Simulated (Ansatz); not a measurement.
BrH₆NSi₃ (`[SiH3]N([SiH3])[Si]Br`), charge 0, multiplicity 1.

Give a relaxed structure at PBE0-D4/def2-TZVP (Ansatz). (An estimate is asked.)

Computed: 
Z-matrix (Å, degrees):
```
Si
N 1 1.757
H 1 1.486 2 107.1
H 1 1.484 2 110.4 3 119.6
H 1 1.484 2 110.4 3 -119.6
Si 2 1.763 1 116.3 3 180.0
Si 2 1.722 1 116.6 3 -0.0
H 6 1.490 2 105.2 1 0.1
H 6 1.480 2 111.3 1 117.8
H 6 1.480 2 111.3 1 -117.7
Br 7 2.289 2 100.7 1 180.0
```
Point group Cs.
This is one stationary point; other conformers may exist.
